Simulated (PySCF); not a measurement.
CH7GaN2, SMILES [CH3][Ga]([NH2])[NH2].

The structure is a stationary point at TPSSh-D3(BJ)/def2-SVP. The structure was generated by enumeration; whether it is a known compound was not checked. The values are those of a single conformer.

The numbers are results of TDDFT-B3LYP/def2-SVPD in PySCF, not measurements.

Vertical excitations. Gas-phase values at a fixed geometry.

Computed lowest excited states:
```tsv
state	energy (eV)	λ (nm)	f	main pairs
S1	5.02	247	0.000	HOMO→LUMO 99 %
S2	5.83	213	0.094	HOMO−1→LUMO 96 %
S3	6.26	198	0.104	HOMO→LUMO+1 96 %
S4	6.53	190	0.001	HOMO→LUMO+2 96 %
S5	6.64	187	0.017	HOMO→LUMO+3 94 %
S6	6.83	182	0.022	HOMO−2→LUMO 69 %, HOMO−1→LUMO+1 29 %
S7	7.05	176	0.184	HOMO−1→LUMO+1 66 %, HOMO−2→LUMO 29 %
S8	7.16	173	0.004	HOMO→LUMO+4 67 %, HOMO−1→LUMO+3 28 %
S9	7.24	171	0.003	HOMO−1→LUMO+2 87 %
S10	7.45	166	0.012	HOMO−2→LUMO+1 94 %
T1	4.79	259	0	HOMO→LUMO 95 %
T2	5.29	234	0	HOMO→LUMO+1 96 %
T3	5.46	227	0	HOMO−1→LUMO 84 %
T4	5.94	209	0	HOMO−1→LUMO+1 96 %
```
Triplets are in the Tamm–Dancoff approximation, which puts them higher than full response would, so one can lie above its singlet here.
